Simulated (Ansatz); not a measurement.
Basis sets compared for Ge₁₉PH₂₈⁺, a doped nanocrystal cut from the lattice of germanium (P on a surface site). The state is a singlet with charge 1. Geometry PBE-D4/def2-SVP. Ansatz on 11 threads of AMD EPYC 7R13 on a shared host and a whole NVIDIA H100 80GB HBM3; times are rough, and most runs start from earlier orbitals.

```
atom   x (Å)   y (Å)   z (Å)
 Ge1  -3.729  -2.606  -0.008
 Ge2   2.472  -2.484   3.016
 Ge3   4.017  -0.012  -0.527
  P4  -2.377  -0.316  -2.849
 Ge5   1.246   0.930  -3.201
 Ge6   0.218  -1.319  -0.130
 Ge7  -2.145  -0.001   2.768
 Ge8   1.569   1.446   2.345
 Ge9  -1.161   2.409  -0.418
Ge10   2.615   3.752  -0.731
Ge11   0.682  -3.122   1.473
Ge12  -1.757  -2.077  -1.373
Ge13  -4.155  -0.966   1.759
Ge14   2.037  -0.846  -1.706
Ge15   2.156  -0.266   4.000
Ge16   3.371   1.963   0.764
Ge17  -0.700   0.135  -4.462
Ge18  -3.084   1.648  -1.733
Ge19   0.650   2.970  -1.976
Ge20  -0.432   0.671   1.145
 H21  -4.947  -2.733  -0.968
 H22  -3.403  -4.002   0.589
 H23   2.525  -3.545   4.150
 H24   3.805  -2.528   2.221
 H25   5.099   0.354  -1.581
 H26   4.559  -1.127   0.407
 H27  -3.520  -0.771  -3.583
 H28   2.311   1.263  -4.289
 H29  -1.480  -1.048   3.706
 H30  -2.555   1.238   3.612
 H31   1.183   2.765   3.083
 H32  -1.667   3.679   0.329
 H33   3.715   4.139  -1.758
 H34   2.201   5.003   0.091
 H35   1.035  -4.409   0.675
 H36  -0.654  -3.363   2.235
 H37  -1.441  -3.187  -2.424
 H38  -5.007  -1.674   2.847
 H39  -4.998   0.183   1.139
 H40   2.320  -2.125  -2.551
 H41   3.460   0.165   4.727
 H42   1.000  -0.333   5.036
 H43   4.605   2.468   1.571
 H44  -0.549  -1.238  -5.170
 H45  -1.379   1.166  -5.403
 H46  -3.513   2.572  -2.905
 H47  -4.328   1.158  -0.946
 H48   0.126   4.023  -2.999
```

Single mean-field runs in def2-SVP, def2-TZVP are fitted with def2-universal-jkfit.

```
           level  functions  energy (Eh)  HOMO (eV)  LUMO (eV)  wall time
 PBE-D4/def2-SVP        766  -39810.3434      -8.68      -5.00      6.5 s
PBE0-D4/def2-SVP        766  -39811.4459      -9.60      -4.32      8.5 s
```

Problem. Estimate the rows for PBE-D4/def2-TZVP (with forces), PBE0-D4/def2-TZVP.

Solution. 
```csv
level,functions,energy (Eh),HOMO (eV),LUMO (eV),wall time
PBE-D4/def2-TZVP (with forces),1117,-39815.4390,-8.69,-5.03,9 s
PBE0-D4/def2-TZVP,1117,-39816.5224,-9.57,-4.33,13 s
```
